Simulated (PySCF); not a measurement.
Bonds (- single, = double, # triple, : aromatic): C1=C2 1.321 Å, C2-C3 1.485 Å, C3-F4 1.393 Å, C3-Si5 1.933 Å. C1 carries H6, H7; C2 carries H8; C3 carries H9; Si5 carries H10, H11, H12. Stereochemistry as in C=C[C@H](F)[SiH3]. H7 is cis to C3; H6 is trans to C3.

Theoretical values (PySCF 2.14): GFN2-xTB structure, NMR shieldings at PBE0/pcSseg-1/GIAO. Gas phase, fast rotation and ring inversion assumed for equivalent nuclei, non-relativistic Hamiltonian, one conformer.

**Question.** List the cross peaks expected in HSQC, COSY and HMBC spectra.

**Answer.** 

HSQC (one-bond C–H):
```
       δH          δC
6.68 (H8)  148.6 (C2)
5.69 (H9)   92.4 (C3)
5.31 (H6)  116.8 (C1)
5.24 (H7)  116.8 (C1)
```

COSY cross peaks (H two or three bonds apart, from the bond graph; peaks can be absent where the dihedral angle is near 90°):
```
       δH                  δH
6.68 (H8)           5.69 (H9)
6.68 (H8)           5.31 (H6)
6.68 (H8)           5.24 (H7)
5.69 (H9)  3.89 (H10/H11/H12)
5.31 (H6)           5.24 (H7)
```

HMBC (two and three bonds, from the bond graph):
```
                δH                      δC
         6.68 (H8)   116.8 (C1), 92.4 (C3)
         5.69 (H9)  148.6 (C2), 116.8 (C1)
         5.31 (H6)   148.6 (C2), 92.4 (C3)
         5.24 (H7)   148.6 (C2), 92.4 (C3)
3.89 (H10/H11/H12)   148.6 (C2), 92.4 (C3)
```

Referencing at the same level of theory: ¹H and ¹³C vs TMS.

Short H···H contacts in this conformer between protons four or more bonds apart (candidates for NOE cross peaks, intensity ∝ r⁻⁶): H7···H9 2.58 Å.

Shifts are as computed. Against solution values, carbons near 30 ppm lie about +3 ppm off and those near 130 ppm about +5 ppm. Of 1211 compounds with measured shifts, 218 miss one by over three times the rms of a fit or turn the order of signals round; such compounds aren't used in these exercises.
